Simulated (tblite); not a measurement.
Compound: C2H7B3S.
Atom-mapped SMILES: `[CH3:1][B:2]1[BH:3][S:4][BH:5][CH2:6]1` (hydrogens: H7, H8, H9 on C1; H10 on B3; H11 on B5; H12, H13 on C6)

Computed with GFN2-xTB (tblite), gas phase: L-BFGS steps from a force-field or distance-geometry start until the largest atomic force falls under 0.01 eV/Å.

Geometry at step 7:
```
atom  x, y, z in Å
C1      1.8370   -0.1647   -0.2350
B2      0.3424    0.2214    0.0164
B3     -0.5191    1.5356   -0.4972
S4     -2.2474    1.0967   -0.6421
B5     -1.8051   -0.6095   -0.1785
C6     -0.6333   -0.7043    0.8634
H7      2.0653   -1.2302   -0.2328
H8      2.3428    0.2833    0.6262
H9      2.2664    0.2927   -1.1241
H10    -0.2036    2.6279   -0.7945
H11    -2.2723   -1.5187   -0.7497
H12    -0.3020   -1.6980    1.1688
H13    -0.8755   -0.1316    1.7614
```

Task: What forces act on the atoms?

Result: 
| atom | Fx (eV/Å) | Fy (eV/Å) | Fz (eV/Å) |
| --- | --- | --- | --- |
| C1 | 0.059 | -0.010 | 0.000 |
| B2 | -0.060 | 0.121 | 0.125 |
| B3 | 0.058 | 0.357 | -0.069 |
| S4 | 0.315 | -0.287 | -0.025 |
| B5 | -0.124 | -0.153 | 0.158 |
| C6 | -0.216 | -0.030 | -0.126 |
| H7 | 0.009 | 0.102 | 0.006 |
| H8 | 0.165 | -0.104 | -0.087 |
| H9 | 0.065 | -0.083 | 0.028 |
| H10 | -0.141 | -0.012 | -0.005 |
| H11 | -0.073 | 0.088 | 0.059 |
| H12 | 0.013 | 0.127 | -0.087 |
| H13 | -0.070 | -0.115 | 0.021 |

The largest, 0.43 eV/Å, acts on S4; the rms over all components is 0.127 eV/Å. The forces sum to zero within rounding, as they must for an isolated molecule in no field.

Task: Give the force on S4 in Eh/bohr and in nN.

Result: 0.427 eV/Å ÷ 51.422 = 0.00830 Eh/bohr, and 0.427 eV/Å × 1.602 = 0.68 nN.

Task: How far is this geometry from the end of the optimisation?

Result: 0.126 eV above it, and 0.190 Å rms away after alignment. The bonds farthest from their final lengths, with half the difference of the two atoms' forces along the bond (positive lengthens):

```json
{"bond": "S4–B5", "now (Å)": "1.823", "final (Å)": "1.805", "force along bond (eV/Å)": "-0.09"}
{"bond": "C1–B2", "now (Å)": "1.564", "final (Å)": "1.579", "force along bond (eV/Å)": "+0.08"}
{"bond": "B3–S4", "now (Å)": "1.789", "final (Å)": "1.798", "force along bond (eV/Å)": "-0.05"}
{"bond": "B3–H10", "now (Å)": "1.175", "final (Å)": "1.170", "force along bond (eV/Å)": "-0.21"}
{"bond": "B2–C6", "now (Å)": "1.589", "final (Å)": "1.595", "force along bond (eV/Å)": "+0.02"}
{"bond": "B2–B3", "now (Å)": "1.653", "final (Å)": "1.649", "force along bond (eV/Å)": "+0.09"}
```

The angle farthest from its final value is B3–S4–B5, 88.5° against 94.8°.

Of the 2 listed bonds off by 0.010 Å or more, this force points towards the final length in 2.

The cost below is that of the whole relaxation. The run took 0.58 s of wall time on one thread of an Arm Neoverse N1, no GPU, shared host.
